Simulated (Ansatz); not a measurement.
Saddle point of BH$_{5}$O$_{2}$F$_{2}$, singlet (BH₃O₂ ([OH][BH][OH]) + HF + HF → BH₂O₂F ([OH][B]([OH])[F]) + HF + H₂; bonds formed: B1–F6, H2–H7, H5–F8; bonds broken: B1–H2, H5–F6, H7–F8), PBE0-D4/def2-TZVP structure:

| atom | x (Å) | y (Å) | z (Å) |
| --- | --- | --- | --- |
| B1 | -0.4063 | -0.1216 | -0.3166 |
| H2 | -0.4270 | -0.2599 | 1.0284 |
| O3 | -0.2832 | -1.3807 | -0.8408 |
| O4 | -1.4204 | 0.7082 | -0.7335 |
| H5 | 1.5364 | 0.4289 | 0.4759 |
| F6 | 0.9972 | 0.6734 | -0.4800 |
| H7 | 0.5031 | -0.2143 | 1.3892 |
| F8 | 1.6197 | 0.0283 | 1.5600 |
| H9 | -0.7515 | -1.4703 | -1.6740 |
| H10 | -1.3679 | 1.6080 | -0.4087 |

Energies are electronic, without zero-point energy. Barriers and step energies count from the start structure reached by relaxing down the imaginary mode; all methods use the PBE0-D4 structures, on which another method's saddle can fall below an end. Computed with Ansatz 0.2.0 (basis: def2-TZVPP, with def2-QZVPP for the basis limit); correlated methods freeze the cores. B3LYP uses VWN-RPA correlation. Extrapolation: Hartree–Fock as exp(−7.88 √X), correlation as X^−2.97.

| method | barrier (kcal/mol) | step energy (kcal/mol) |
| --- | --- | --- |
| SPW92 | 14.46 | -10.22 |
| PBE-D4 | 25.51 | -14.34 |
| BLYP-D4 | 30.36 | -15.92 |
| r2SCAN-D4 | 26.38 | -17.23 |
| B97M-V | 31.61 | -19.13 |
| PBE0-D4 | 29.92 | -15.27 |
| B3LYP-D4 | 33.19 | -16.32 |
| r2SCAN0-D4 | ? | -17.29 |
| BHLYP-D4 | 38.17 | -17.33 |
| CAM-B3LYP-D4 | 32.63 | -15.79 |
| wB97X-V | 32.95 | -16.32 |
| wB97M-V | ? | -16.71 |
| B2PLYP | ? | -16.54 |
| PBE-QIDH | 33.07 | -16.17 |
| RPA on PBE | 34.13 | -17.03 |
| HF | 51.81 | -21.66 |
| MP2 | 34.16 | -16.64 |
| CCSD | 37.88 | -17.30 |
| CCSD(T) | 35.05 | -16.81 |

(1) Fill in the withheld barriers. (Judge from chemistry; the value comes from the calculation.)

No T1 diagnostic of these runs exceeds 0.013.

## Answers

(1) The calculation gives: B2PLYP 34.53; r2SCAN0-D4 30.16; wB97M-V 32.50 kcal/mol. Each is the energy of the saddle less that of the start structure, by the same method.

For comparison, the barrier by CCSD(T) at an estimated basis limit (MP2 extrapolated from triple and quadruple zeta, plus CCSD(T) − MP2 in triple zeta) is 36.58 kcal/mol.

Labels in which every atom is bracketed show which atoms are joined, not bond orders.

For scale, one of the runs: CCSD(T)/def2-TZVPP, 225 basis functions, launched by `ansatz run in.yaml --threads 4 --pin off --events-out ev --progress --plain --max-ram 9574MiB`. Time: 2.7 min of wall clock on 4 CPU threads of an Intel Xeon; the host was shared. Peak host memory: 4.2 GiB.
